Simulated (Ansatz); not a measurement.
`C[CH2][Ge][F]` + `O[SiH3]` → `[F][Ge][O][SiH3]` + `CC`  (ligand exchange at a Ge–C bond)

Isolated molecules relaxed with PBE0-D4/def2-TZVP in Ansatz; ΔE leaves out vibrations. CBS: MP2 limit from def2 TZ/QZ plus the TZ coupled-cluster correction, frozen cores. This one scheme is used for every species. DFT in def2-TZVPP. B3LYP here is the variant with VWN-RPA as its local correlation; programs differ in this. HSE06 is defined as in plane-wave codes. For Ge outer-core shells are correlated without core-valence functions, which leaves a few kJ/mol of doubt a bond. Scalar relativity is left out up to krypton. Each species was taken in one conformer, which may not be the lowest.

```
             level  ΔE (kJ/mol)  difference from CCSD(T)/CBS
       LDA (SPW92)       -136.1                          4.3
         r2SCAN-D4       -146.7                         -6.3
            B97M-V       -150.6                        -10.2
        r2SCANh-D4       -145.6                         -5.2
          HSE06-D4       -138.4                          2.0
      CAM-B3LYP-D4       -150.7                        -10.3
            B2PLYP       -150.2                         -9.8
             B3LYP       -149.3                         -8.9
           r2SCANh       -145.7                         -5.3
             HSE06       -138.4                          2.0
RPA@PBE/def2-TZVPP       -141.6                         -1.2
  CCSD(T)/def2-SVP       -155.4                        -15.0
SCS-MP2/def2-TZVPP       -148.5                         -8.1
    MP2/def2-QZVPP       -144.7                         -4.3
      HF/CBS(def2)       -156.1                        -15.7
     MP2/CBS(def2)       -143.3                         -2.9
       CCSD(T)/CBS       -140.4                            0
```

Largest T1 diagnostic among the species: 0.015.

Leaving LDA and LC-ωPBE aside and taking each functional with its dispersion term where it has one, the values, not all of them listed here, spread over 13.1 kJ/mol, from BHLYP-D4 to revPBE-D4. LDA lies +3.4 kJ/mol from PBE without D4. At CCSD(T), def2-SVP lies −15.0 kJ/mol from the extrapolated value and def2-TZVPP −2.4 kJ/mol. In def2-TZVPP, CCSD(T) changes the Hartree–Fock value by +11.9 kJ/mol (the triples alone add −0.1 kJ/mol) and MP2 by +9.1 kJ/mol.
